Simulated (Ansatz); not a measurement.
Relaxation of AlH$_{4}$NaOSi (8 atoms, charge 0, multiplicity 1), to a largest force component of 0.015 eV/Å in at most 40 steps.

These are results of Ansatz 0.2.0, RKS B3LYP/def2-SVP, not measurements.

```xyz
8
Properties=species:S:1:pos:R:3
Na 0.146 2.464 -2.467
O -0.096 0.974 -1.326
Si -0.470 -0.393 -0.637
Al 0.512 -0.345 1.583
H 0.011 -1.580 -1.420
H -1.953 -0.620 -0.580
H -0.127 0.292 2.880
H 1.978 -0.791 1.967
```

**Question.** Where does it end, and by what steps?

**Answer.** The run converged. The force dipped under the threshold on the way, but the program's further checks kept it going. After 10 steps the energy has fallen by 0.164 eV; Na1 moved furthest, 0.19 Å.

```tsv
step	energy less start (eV)	largest force component (eV/Å)	accepted
0	0.0000	1.677	yes
1	-0.1225	0.989	yes
2	-0.1597	0.283	yes
3	-0.1614	0.089	yes
4	-0.1413	0.354	no
5	-0.1626	0.054	yes
6	-0.1635	0.026	yes
7	-0.1640	0.027	yes
8	-0.1642	0.007	yes
9	-0.1643	0.004	yes
10	-0.1643	0.006	yes
```

```xyz
8
Properties=species:S:1:pos:R:3
Na 0.247 2.589 -2.358
O -0.081 0.953 -1.283
Si -0.513 -0.484 -0.639
Al 0.512 -0.360 1.595
H -0.027 -1.679 -1.431
H -2.010 -0.702 -0.575
H -0.178 0.414 2.821
H 2.051 -0.731 1.870
```

Time of the run: 16 s on 1 thread of AMD EPYC 9R45 96-Core Processor (Zen 5) (shared host), peak memory 0.19 GiB.
